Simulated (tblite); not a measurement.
Species: C4H2F2S (charge +1 and doublet state).
InChI=1S/C4H2F2S/c5-3-1-2-7-4(3)6/h1-2H/q+1

Method: GFN2-xTB as coded in tblite; computed harmonic values from a numerical Hessian at the method's own geometry, unscaled. Against measured fundamentals such values can be off by several per cent, at times by over 20. Open shells enter through the occupations alone, without spin polarisation, and single modes of such species can be off by tens of per cent.

Q: How many normal modes are there?

A: 9 atoms, non-linear: 3N − 6 = 21.

Q: What is the point group of the computed structure, and how do the modes divide by symmetry?

A: Cs. The vibrations span 15 a′ + 6 a″.

Q: How many distinct wavenumbers does the calculation give?

A: 21: Cs has no degenerate species.

Q: How many fundamentals are allowed in the infrared by symmetry?

A: 21 of 21: in Cs every mode is allowed. All fundamentals are allowed in the Raman spectrum.

Q: What zero-point energy do the modes add up to?

A: Half the sum of the wavenumbers, 10526 cm⁻¹, or 30.1 kcal/mol from 21 modes, 8.9 kcal/mol of it from above 1550 cm⁻¹.

Q: How far is the lowest real mode excited at 500 K, as a harmonic oscillator?

A: θ = hcν̃/k = 228 K for 158.3 cm⁻¹, so N1/N0 = 0.63 and ⟨v⟩ = 1/(exp(θ/T) − 1) = 1.7.

On one thread, Arm Neoverse V1 (aarch64), no GPU, shared host with 64 logical CPUs at a one-minute load of 26, this took 0.21 s of wall time. This covers the Hessian and the dipole derivatives.
